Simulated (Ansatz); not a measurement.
`C[SiH2][SnH2][CH3]` + H₂S → `[CH3][SnH2][SiH2]S` + CH₄  (ligand exchange at the Si–C bond)

Program: Ansatz. Geometries: PBE0-D4/def2-TZVP. ΔE: electronic, gas phase. CCSD(T)/CBS adds triple-zeta CCSD(T) − MP2 to the extrapolated MP2 energy (def2 sets, frozen cores). This one scheme is used for every species. Functionals use def2-TZVPP. B3LYP here is the variant with VWN-RPA as its local correlation; programs differ in this. def2 core potentials past Kr. For Sn outer-core shells are correlated without core-valence functions, which leaves a few kJ/mol of doubt a bond. One conformer a species, not always the lowest.

`C[SiH2][SnH2][CH3]`:

Cartesian coordinates in Å:
```
C 1.521 0.367 -1.668
Si 1.213 1.022 0.066
Sn -0.353 -0.524 1.384
C -2.238 -0.747 0.377
H 0.583 0.280 -2.221
H 2.182 1.037 -2.222
H 1.987 -0.620 -1.632
H 0.595 2.378 -0.008
H 2.504 1.164 0.796
H 0.346 -2.080 1.560
H -0.646 0.082 2.961
H -2.720 0.224 0.268
H -2.084 -1.180 -0.612
H -2.891 -1.404 0.952
```

H₂S:

Z-matrix (Å, degrees):
```
S
H 1 1.341
H 1 1.341 2 92.3
```

`[CH3][SnH2][SiH2]S`:

```xyz
12

C     0.220    1.487   -1.432
Sn    0.532   -0.547   -0.839
Si   -0.922   -1.068    1.210
S    -0.415    0.263    2.820
H    -0.798    1.613   -1.802
H     0.923    1.758   -2.220
H     0.371    2.142   -0.574
H     2.176   -0.762   -0.402
H     0.192   -1.600   -2.147
H    -2.354   -0.767    0.946
H    -0.819   -2.491    1.634
H     0.897   -0.028    2.806
```

CH₄:

Z-matrix (Å, degrees):
```
C
H 1 1.090
H 1 1.090 2 109.5
H 1 1.090 2 109.5 3 -120.0
H 1 1.090 2 109.5 3 120.0
```

(1) Is it downhill or uphill in electronic energy at CCSD(T)/CBS, and by how much? (Estimate.)

(2) What do these levels give: PBE-D4, B3LYP-D4, ωB97M-V, PBE0, CCSD/def2-TZVPP, HF/def2-QZVPP? (An estimate is asked.)

Largest T1 diagnostic among the species: 0.012.

Answers

(1) Ansatz gave: Downhill: ΔE = -65.7 kJ/mol.

(2) Ansatz gave: PBE-D4 -68.7, B3LYP-D4 -67.5, ωB97M-V -64.2, PBE0 -67.1, CCSD/def2-TZVPP -61.2, HF/def2-QZVPP -64.5 kJ/mol.
